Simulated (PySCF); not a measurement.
Compound: C₆H₁₀F₂.
SMILES with atom numbers: `[F:1][C:2]1([F:3])[CH2:4][CH2:5][CH2:6][CH2:7][CH2:8]1` (hydrogens: H9, H10 on C4; H11, H12 on C5; H13, H14 on C6; H15, H16 on C7; H17, H18 on C8)

Structure used (PBE0-D3(BJ)/def2-SVP), in Å, numbered top down from 1:
```xyz
18
C6H10F2 angstrom
F     -1.4233   -0.7982    1.3305
C     -1.2527   -0.9877   -0.0136
F     -2.0278   -2.0543   -0.3474
C     -1.7386    0.2468   -0.7415
C     -0.8389    1.4440   -0.4523
C      0.6234    1.1275   -0.7523
C      1.0921   -0.1071    0.0121
C      0.2018   -1.3114   -0.2758
H     -1.7463    0.0157   -1.8190
H     -2.7797    0.4322   -0.4360
H     -1.1773    2.3154   -1.0339
H     -0.9428    1.7162    0.6117
H      1.2584    1.9925   -0.5033
H      0.7450    0.9539   -1.8373
H      1.0660    0.1016    1.0950
H      2.1375   -0.3470   -0.2365
H      0.2883   -1.6177   -1.3308
H      0.4718   -2.1800    0.3440
```

All values: PBE0/pcSseg-1 (PySCF, non-relativistic), on one gas-phase PBE0-D3(BJ)/def2-SVP geometry that isn't relaxed in the solvent. The solvent is an IEF-PCM continuum (van der Waals radii × 1.2). Specific hydrogen bonds and non-electrostatic terms are outside this model.

| run | E − E(gas) (kJ/mol) | HOMO (eV) | HOMO–LUMO gap (eV) | dipole (D) |
| --- | --- | --- | --- | --- |
| gas | 0.00 | -8.66 | 9.87 | 2.44 |
| P | -9.71 | -8.55 | 10.00 | 2.85 |
| Q | -13.46 | -8.52 | 10.05 | 3.03 |
| R | -6.25 | -8.59 | 9.96 | 2.69 |

The runs were made in benzene, chloroform and water. Which run belongs to which solvent?

P = chloroform, Q = water, R = benzene. The dielectric constants are 2.271 (benzene), 4.711 (chloroform), 78.36 (water), and the energy falls further as ε rises. In this model the ground state sees the solvent through ε alone.

How constant is the ratio of the lowering to (ε − 1)/(2ε + 1)?

| solvent | (ε − 1)/(2ε + 1) | E − E(gas) (kJ/mol) | ratio (kJ/mol) | polarisation term (kJ/mol) |
| --- | --- | --- | --- | --- |
| benzene | 0.229 | -6.25 | -27.2 | -6.60 |
| chloroform | 0.356 | -9.71 | -27.3 | -10.59 |
| water | 0.490 | -13.46 | -27.4 | -15.27 |

The ratio changes by +0.7 % in size from benzene to water. The polarisation term is half the interaction of the solute with the induced surface charges.

On one thread of an x86-64 server, shared host, this took 53 s wall, 46 s CPU. This is the whole shielding run at PBE0/pcSseg-1 in water, SCF included.
